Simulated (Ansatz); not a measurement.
The cluster Si2Te was relaxed with r2SCAN-D4 (def2-TZVP) in Ansatz in these states: charge +1 doublet, neutral quintet, neutral singlet, neutral triplet. The geometries follow in no particular order.

In the def2 sets Te takes a core potential; there is no spin–orbit coupling.

A:

```xyz
3

Si   -0.630    0.610    1.125
Si    0.797   -1.167    0.195
Te   -0.167    0.556   -1.320
```

B:

| atom | x (Å) | y (Å) | z (Å) |
| --- | --- | --- | --- |
| Si1 | -0.722 | -1.081 | 0.531 |
| Si2 | 0.305 | 1.069 | 0.857 |
| Te3 | 0.416 | 0.012 | -1.388 |

C:

```xyz
3

Si   -0.034   -1.361    0.295
Si   -1.216    0.504   -0.455
Te    1.250    0.857    0.161
```

D:

```csv
atom,x (Å),y (Å),z (Å)
Si1,-0.9137,0.9986,-0.1996
Si2,0.6886,0.1616,1.1711
Te3,0.2251,-1.1602,-0.9716
```

Q: Judge from the bond lengths which geometry belongs to which state (an estimate).

A: A is the charge +1 doublet (Si1–Si2 2.461 Å, Si2–Te3 2.488 Å, Si1–Te3 2.488 Å); B is the neutral singlet (Si1–Si2 2.404 Å, Si2–Te3 2.483 Å, Si1–Te3 2.483 Å); C is the neutral quintet (Si1–Si2 2.332 Å, Si2–Te3 2.566 Å, Si1–Te3 2.566 Å); D is the neutral triplet (Si1–Si2 2.269 Å, Si2–Te3 2.560 Å, Si1–Te3 2.560 Å).
